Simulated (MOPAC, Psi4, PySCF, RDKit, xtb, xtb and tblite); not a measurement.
Two geometries of SMILES [CH2]([GeH3])S (CH6GeS), relaxed at GFN2-xTB with one dihedral held; other torsions can differ between them too.

Structure A

```
9

S     -1.8668     0.3234    -0.8413
C     -0.7295    -0.6677     0.2105
Ge    -1.7840    -2.0588     1.1341
H     -1.6451     1.5007    -0.2657
H     -0.2356     0.0057     0.9042
H      0.0242    -1.0950    -0.4491
H     -2.5223    -2.8724     0.1296
H     -2.7734    -1.4058     2.0382
H     -0.8959    -2.9553     1.9379
```

Structure B

```
9

S     -1.8544     0.3139    -0.8423
C     -0.7258    -0.6788     0.2044
Ge    -1.4638    -2.5049     0.3401
H     -1.6177     1.4928    -0.2692
H     -0.6785    -0.2135     1.1865
H      0.2671    -0.6589    -0.2433
H     -1.6643    -3.0822    -1.0179
H     -2.7762    -2.4563     1.0430
H     -0.5210    -3.3754     1.1070
```

Task: Which is lower in energy at the level DF-MP2 (frozen core)/cc-pVTZ // GFN2-xTB (Psi4), and by how much?

Result: B is lower, by 3.48 kJ/mol (dihedral H4–S1–C2–Ge3: 120° in A, 150° in B).

E(B) − E(A) in kJ/mol at the other levels, on the same two geometries: GFN2-xTB (xtb and tblite) -1.18; PBE/def2-TZVP // GFN2-xTB (Psi4) -2.58; PBE-D3(BJ)/def2-TZVP // GFN2-xTB (Psi4) -2.53; M06-2X/def2-TZVP // GFN2-xTB (Psi4) -3.06; HF/cc-pVTZ // GFN2-xTB (Psi4) -3.40; UFF // GFN2-xTB (RDKit) -3.93; PM6, restricted, heats of formation // GFN2-xTB (MOPAC) -1.39; PM3, restricted, heats of formation // GFN2-xTB (MOPAC) -2.50; GFN1-xTB // GFN2-xTB (xtb) -6.02; restricted B3LYP/6-31G*, spherical d // GFN2-xTB (PySCF) -3.01; restricted BP86/6-31G*, spherical d // GFN2-xTB (PySCF) -2.66; restricted Hartree-Fock/3-21G // GFN2-xTB (PySCF) -2.80; restricted MP2 (frozen core)/6-31G*, spherical d // GFN2-xTB (PySCF) -3.98.
